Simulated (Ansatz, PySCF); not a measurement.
Constitutional and geometric isomers with formula CH4S2. Isolated molecules, 0 K electronic values unless said otherwise. One relaxed conformer stands for each flexible species; it need not be the lowest. Strings in code marks are SMILES.

Quantity: electronic energy of isomers of CH4S2 relative to `CSS` (C–S–S–H torsion 88°), in kJ/mol.

Level 1: frozen-core CCSD(T)/cc-pVQZ // PBE0-D3(BJ)/def2-TZVP (Ansatz, a program for electronic structure)
Level 2: LC-ωPBE/cc-pVTZ // PBE0-D3(BJ)/def2-TZVP (Ansatz)
Level 3: PBE-D3(BJ)/def2-TZVP // PBE0-D3(BJ)/def2-TZVP (PySCF)
Level 4: B3LYP/LANL2DZ // PBE0-D3(BJ)/def2-TZVP (PySCF)

```csv
species,level 1,level 2,level 3,level 4
"`SCS` (H–S–C–S torsion -70°, S–C–S–H torsion 70°)",26.05,27.41,35.51,-12.73
```
